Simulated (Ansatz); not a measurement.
Consider the ligand exchange at the Sn–S bond: `CC[S][SnH3]` + H–F → `[F][SnH3]` + `CCS`.

Isolated molecules relaxed with PBE0-D4/def2-TZVP in Ansatz; ΔE leaves out vibrations. CCSD(T)/CBS adds triple-zeta CCSD(T) − MP2 to the extrapolated MP2 energy (def2 sets, frozen cores). This one scheme is used for every species. DFT in def2-TZVPP. B3LYP here is the variant with VWN-RPA as its local correlation; programs differ in this. def2 core potentials past Kr. For Sn outer-core shells are correlated without core-valence functions, which leaves a few kJ/mol of doubt a bond. Each species was taken in one conformer, which may not be the lowest.

(1) Is it downhill or uphill in electronic energy at CCSD(T)/CBS, and by how much? (Best estimate.)

(2) What do these levels give: PBE-D4, r2SCAN, B3LYP, MP2/def2-QZVPP, HF/CBS(def2), MP2/CBS(def2)? (Best estimate.)

Largest T1 diagnostic among the species: 0.014.

## Answers

(1) Computed: Uphill: ΔE = +8.6 kJ/mol.

(2) Computed: PBE-D4 3.9, r2SCAN -5.9, B3LYP -16.1, MP2/def2-QZVPP 14.7, HF/CBS(def2) -23.4, MP2/CBS(def2) 16.8 kJ/mol.

From PBE to PBE0 (25 % exact exchange), in def2-TZVPP and without D4, ΔE moves by +5.1 kJ/mol. The D4 term adds +13.5 kJ/mol with B3LYP and +7.5 kJ/mol with PBE0; it sums over pairs of atoms, weighted by their polarisabilities, and B3LYP, whose exchange is more repulsive, gets the larger term. In def2-TZVPP, CCSD(T) changes the Hartree–Fock value by +25.9 kJ/mol (the triples alone add +3.8 kJ/mol) and MP2 by +34.1 kJ/mol.
